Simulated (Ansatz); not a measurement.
Energy needed to pull apart C₃H₃B (SMILES B=C=C=C), closed shell, into free ground-state atoms, from the structure below (displaced at random from a GFN2-xTB minimum); no zero-point or spin–orbit terms; open-shell atoms are treated unrestricted, in their ground-state multiplicity.

```tsv
atom	x (Å)	y (Å)	z (Å)
B1	-2.1894	-0.1912	0.2144
C2	-0.9193	-0.1028	0.1182
C3	0.4336	0.0424	-0.0289
C4	1.7268	0.1524	-0.1685
H5	-3.4010	-0.3655	0.4037
H6	2.1812	-0.0073	-1.1647
H7	2.3598	0.2758	0.6956
```

Ansatz 0.2.0; basis: def2-TZVPP; cores frozen in the correlated methods.

| method | atomization energy (kJ/mol) |
| --- | --- |
| PBE-D4 | 3131 |
| r2SCAN-D4 | ? |
| B97M-V | 3029 |
| PBE0-D4 | 3038 |
| wB97X-V | 2965 |
| wB97M-V | 2993 |
| HF | 2166 |
| MP2 | ? |
| CCSD | 2819 |
| CCSD(T) | 2888 |

Task: What does MP2 give? (Judge from chemistry; the value comes from the calculation.)

Result: By the calculation: 2978 kJ/mol, which is about 89 kJ/mol more than CCSD(T)/def2-TZVPP.

Task: What does r2SCAN-D4 give? (Judge from chemistry; the value comes from the calculation.)

Result: Computed: 3033 kJ/mol, which is about 144 kJ/mol more than CCSD(T)/def2-TZVPP.

In triple zeta the MP2 and coupled-cluster atomization energies are still short of their basis limit by a few kcal/mol a bond, whereas those of the functionals are nearly converged, so these differences are not deviations from converged CCSD(T).

T1 diagnostic: at most 0.018. The restricted Hartree–Fock reference is unstable towards an unrestricted one here.

For scale, one of the runs: CCSD(T)/def2-TZVPP forces, 166 basis functions (an equivalent command: `ansatz run in.yaml --threads 4`). Hardware: 4 CPU threads, shared host. Wall time 61 s; peak host memory 2.7 GiB.
